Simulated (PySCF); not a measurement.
## Co+: ionisation energy

Co+ [Ar] 3d8 (3F) → Co(2+) [Ar] 3d7 (4F), as a difference of total energies. Calculation: PySCF 2.14, in ANO-RCC-VTZP; scalar relativity by spin-free X2C-1e. Correlated levels: valence: [Ar] frozen. The calculations carry no spin-orbit coupling.

Problem. Order these methods by the ionisation energy they give, lowest first.
A. MP2 (valence)
B. CCSD (valence)
C. CCSD(T) (valence)
D. SCS-MP2 (valence)

Solution. B (16.884 eV), C (16.967 eV), D (17.252 eV), A (17.380 eV).

A first-order spin-orbit estimate (lowest level to lowest level, LS coupling) adds -0.013 eV.

Errors of the correlated levels include the incompleteness of this basis and the frozen core.

For comparison: 17.084 eV (measured; NIST Atomic Spectra Database, ionization energies).
